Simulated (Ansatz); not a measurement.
CH₇BFPSi (`BP[SiH](C)F`), relaxed with RKS PBE-D4/def2-SVP in Ansatz from a rough embedded geometry. The force threshold is 0.03 eV/Å; the program also tests the step.

Total charge 0; spin multiplicity 1.

Start:

```xyz
12

B     2.317   -0.897    0.397
P     1.323    0.125   -0.821
Si   -0.491    0.184    0.459
C    -1.882    0.967   -0.504
F    -0.196    1.220    1.789
H     3.434   -0.652    0.735
H     1.889   -1.955    0.820
H     0.870   -0.973   -1.572
H    -0.773   -1.136    0.915
H    -2.787    0.948    0.092
H    -2.079    0.233   -1.421
H    -1.625    1.936   -0.889
```

```json
{"step": "1", "energy (eV)": "-21688.8107", "largest force (eV/Å)": "3.035", "largest move (Å)": "0.000"}
{"step": "2", "energy (eV)": "-21689.2088", "largest force (eV/Å)": "1.571", "largest move (Å)": "0.195"}
{"step": "3", "energy (eV)": "-21689.3166", "largest force (eV/Å)": "0.640", "largest move (Å)": "0.106"}
{"step": "4", "energy (eV)": "-21689.3691", "largest force (eV/Å)": "0.389", "largest move (Å)": "0.105"}
{"step": "5", "energy (eV)": "-21689.4361", "largest force (eV/Å)": "0.299", "largest move (Å)": "0.200"}
{"step": "6", "energy (eV)": "-21689.4917", "largest force (eV/Å)": "0.167", "largest move (Å)": "0.200"}
{"step": "7", "energy (eV)": "-21689.5345", "largest force (eV/Å)": "0.434", "largest move (Å)": "0.195"}
{"step": "8", "energy (eV)": "-21689.5633", "largest force (eV/Å)": "0.563", "largest move (Å)": "0.195"}
{"step": "9", "energy (eV)": "-21689.5823", "largest force (eV/Å)": "0.557", "largest move (Å)": "0.195"}
{"step": "10", "energy (eV)": "-21689.6055", "largest force (eV/Å)": "0.422", "largest move (Å)": "0.083"}
{"step": "11", "energy (eV)": "-21689.6254", "largest force (eV/Å)": "0.237", "largest move (Å)": "0.096"}
{"step": "12", "energy (eV)": "-21689.6384", "largest force (eV/Å)": "0.140", "largest move (Å)": "0.126"}
{"step": "13", "energy (eV)": "-21689.6395", "largest force (eV/Å)": "0.194", "largest move (Å)": "0.146"}
{"step": "14", "energy (eV)": "-21689.6490", "largest force (eV/Å)": "0.239", "largest move (Å)": "0.181"}
{"step": "15", "energy (eV)": "-21689.6514", "largest force (eV/Å)": "0.091", "largest move (Å)": "0.044"}
{"step": "16 (rejected)", "energy (eV)": "-21689.6502", "largest force (eV/Å)": "0.189", "largest move (Å)": "0.044"}
{"step": "17", "energy (eV)": "-21689.6522", "largest force (eV/Å)": "0.094", "largest move (Å)": "0.021"}
{"step": "18", "energy (eV)": "-21689.6532", "largest force (eV/Å)": "0.027", "largest move (Å)": "0.038"}
```

End:

```xyz
12

B     2.408   -1.168    0.346
P     1.289   -0.106   -0.688
Si   -0.534    0.330    0.569
C    -1.917    0.933   -0.538
F    -0.073    1.521    1.603
H     2.614   -0.825    1.492
H     3.017   -2.092   -0.154
H     0.789   -0.931   -1.747
H    -0.972   -0.824    1.423
H    -2.802    1.219    0.066
H    -2.226    0.132   -1.242
H    -1.593    1.812   -1.131
```

Run time 25 s (4 threads of an Arm Neoverse V2 on a shared host); peak host memory 0.19 GiB.
